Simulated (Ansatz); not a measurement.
Compare A (`O[SiH2]O[SiH]1C=C1`) with its isomer B (`O=C1C[SiH]1[SiH2]O`).

Computed with Ansatz on PBE0-D4/def2-TZVP structures; ΔE is electronic, products minus reactants. CBS: MP2 limit from def2 TZ/QZ plus the TZ coupled-cluster correction, frozen cores. Functionals use def2-TZVPP. B3LYP here is the variant with VWN-RPA as its local correlation; programs differ in this. Each species was taken in one conformer, which may not be the lowest.

A:

```xyz
12

O     1.832   -1.290    1.822
Si    1.734   -1.167    0.192
O     0.555   -0.139   -0.273
Si   -1.048    0.065   -0.487
C    -1.724    1.545   -1.222
C    -1.923    1.504    0.107
H     2.153   -0.534    2.315
H     1.436   -2.537   -0.281
H     2.994   -0.633   -0.377
H    -1.671   -1.267   -0.620
H    -1.958    2.269   -1.994
H    -2.380    2.185    0.817
```

B:

```xyz
12

O    -0.4758   -1.4142    2.8714
C    -0.0606   -0.7340    1.9875
C     0.3019    0.6932    1.7596
Si    0.7611   -0.4566    0.3020
Si   -0.5376   -0.2547   -1.6128
O     0.1391    0.8989   -2.5804
H    -0.5465    1.3529    1.5739
H     1.0301    1.1275    2.4430
H     2.1910   -0.8353    0.1814
H    -1.9097    0.1282   -1.1733
H    -0.6315   -1.5648   -2.3154
H    -0.2614    1.0590   -3.4367
```

Which isomer does CCSD(T)/CBS put lower? Give the gap. (Best estimate.)

Computed: A, by 290.8 kJ/mol.

Give E(B) − E(A) in kJ/mol with CCSD/def2-TZVPP, PBE0-D4, B3LYP, MP2/def2-TZVPP, B2PLYP, r2SCAN-D4, B3LYP-D4. (Estimate.)

Ansatz gave: CCSD/def2-TZVPP 293.4, PBE0-D4 249.4, B3LYP 267.5, MP2/def2-TZVPP 300.0, B2PLYP 281.4, r2SCAN-D4 261.4, B3LYP-D4 267.5. None reverses the order clearly.

Largest T1 diagnostic: 0.017.

From PBE to PBE0 (25 % exact exchange), in def2-TZVPP and without D4, E(B) − E(A) moves by +30.7 kJ/mol. In def2-TZVPP, CCSD(T) changes the Hartree–Fock value by −46.8 kJ/mol (the triples alone add −10.4 kJ/mol) and MP2 by −29.8 kJ/mol.
